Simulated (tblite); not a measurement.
Parent: `[CH3:1][CH2:2][C@@H:3]1[C@@H:4]([CH2:5][CH3:6])[PH+:7]1[CH2:8][CH3:9]` (charge +1) with C1–C2–C3–C4 154°, C3–C4–C5–C6 154°, C4–P7–C8–C9 -110°, [C8H18P]+.

The geometries are computed with GFN2-xTB (gas phase). One conformer each, not checked by frequencies here.

| coordinate of the parent | value |
| --- | --- |
| C1–C2 | 1.524 Å |
| C2–C3 | 1.512 Å |
| C3–C4 | 1.537 Å |
| C4–C5 | 1.510 Å |
| C5–C6 | 1.524 Å |
| C4–P7 | 1.818 Å |
| P7–C8 | 1.829 Å |
| C8–C9 | 1.526 Å |
| C3–P7 | 1.810 Å |
| C1–C2–C3 | 110.9° |
| C2–C3–C4 | 120.7° |
| C2–C3–P7 | 118.5° |
| C4–C3–P7 | 65.2° |
| C3–C4–C5 | 120.8° |
| C3–C4–P7 | 64.7° |
| C5–C4–P7 | 119.4° |
| C4–C5–C6 | 111.1° |
| C4–P7–C8 | 124.3° |
| C3–P7–C4 | 50.1° |
| C3–P7–C8 | 123.3° |
| P7–C8–C9 | 110.5° |

Problem. How does the shared frame change in `[CH2:1]=[CH:2][C@@H:3]1[C@@H:4]([CH2:5][CH3:6])[P@H+:7]1[CH2:8][CH3:9]` (charge +1) with C1–C2–C3–C4 39°, C3–C4–C5–C6 157°, C4–P7–C8–C9 -105°, [C8H16P]+? Atoms pair as C1 = C1, C2 = C2, C3 = C3, C4 = C4, C5 = C5, C6 = C6, P7 = P7, C8 = C8, C9 = C9 (parent first).

Solution. 
```json
{"parent": "C1–C2", "relative": "C1=C2", "value in the relative": "1.322 Å", "change": "-0.202"}
{"parent": "C2–C3", "relative": "C2–C3", "value in the relative": "1.481 Å", "change": "-0.031"}
{"parent": "C3–C4", "relative": "C3–C4", "value in the relative": "1.544 Å", "change": "+0.007"}
{"parent": "C4–C5", "relative": "C4–C5", "value in the relative": "1.509 Å", "change": "-0.001"}
{"parent": "C5–C6", "relative": "C5–C6", "value in the relative": "1.524 Å", "change": "0.000"}
{"parent": "C4–P7", "relative": "C4–P7", "value in the relative": "1.811 Å", "change": "-0.007"}
{"parent": "P7–C8", "relative": "P7–C8", "value in the relative": "1.829 Å", "change": "0.000"}
{"parent": "C8–C9", "relative": "C8–C9", "value in the relative": "1.526 Å", "change": "0.000"}
{"parent": "C3–P7", "relative": "C3–P7", "value in the relative": "1.820 Å", "change": "+0.010"}
{"parent": "C1–C2–C3", "relative": "C1–C2–C3", "value in the relative": "124.5°", "change": "+13.6"}
{"parent": "C2–C3–C4", "relative": "C2–C3–C4", "value in the relative": "120.3°", "change": "-0.4"}
{"parent": "C2–C3–P7", "relative": "C2–C3–P7", "value in the relative": "121.1°", "change": "+2.6"}
{"parent": "C4–C3–P7", "relative": "C4–C3–P7", "value in the relative": "64.5°", "change": "-0.7"}
{"parent": "C3–C4–C5", "relative": "C3–C4–C5", "value in the relative": "120.5°", "change": "-0.3"}
{"parent": "C3–C4–P7", "relative": "C3–C4–P7", "value in the relative": "65.1°", "change": "+0.4"}
{"parent": "C5–C4–P7", "relative": "C5–C4–P7", "value in the relative": "119.5°", "change": "+0.1"}
{"parent": "C4–C5–C6", "relative": "C4–C5–C6", "value in the relative": "111.1°", "change": "0.0"}
{"parent": "C4–P7–C8", "relative": "C4–P7–C8", "value in the relative": "124.9°", "change": "+0.6"}
{"parent": "C3–P7–C4", "relative": "C3–P7–C4", "value in the relative": "50.3°", "change": "+0.2"}
{"parent": "C3–P7–C8", "relative": "C3–P7–C8", "value in the relative": "120.3°", "change": "-3.0"}
{"parent": "P7–C8–C9", "relative": "P7–C8–C9", "value in the relative": "111.3°", "change": "+0.8"}
```

Of the parent's bonds, C1–C2 changes most (-0.202 Å). Point group C1 → C1.
